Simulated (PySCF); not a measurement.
**Al⁻ (aluminium, charge -1) across methods**

[Ne] 3s2 3p2, high-spin 3P determinant. All numbers are calculated (PySCF 2.14, no relativity, point nucleus, in aug-cc-pV(Q+d)Z with one added diffuse shell each of s, p, d, f, g type (8s7p6d4f3g, 114 functions)).

| method | E (hartree) | mean ε 3s α (eV) | mean ε 3s β (eV) | mean ε 3p α (eV) | Σ⟨r²⟩ (bohr²) | ⟨S²⟩ |
| --- | --- | --- | --- | --- | --- | --- |
| PBE0 | -242.2748 | -4.280 | -3.103 | 0.664 | 93.59 | 2.005 |
| UHF | -241.88098 | -6.853 | -4.498 | -0.612 | 74.42 | 2.018 |
| r2SCAN | -242.3594 | -3.544 | -2.498 | 0.944 | 111.9 | 2.010 |
| r2SCAN0 | -242.3548 | -4.295 | -3.006 | 0.641 | 82.15 | 2.010 |
| M06-2X | -242.3618 | -5.129 | -3.985 | 0.390 | 82.89 | 2.003 |
| PBE | -242.2563 | -3.569 | -2.701 | 0.892 | 140.0 | 2.004 |

(1) Estimate the same row for LDA.

The highest occupied level is positive at PBE0, LDA, r2SCAN, r2SCAN0, M06-2X, PBE: only the finite basis holds that electron, which in a density functional comes from self-interaction.

## Answers

(1) E (hartree) = -241.3420; mean ε 3s α (eV) = -3.701; mean ε 3s β (eV) = -2.893; mean ε 3p α (eV) = 0.875; Σ⟨r²⟩ (bohr²) = 136.6; ⟨S²⟩ = 2.001.
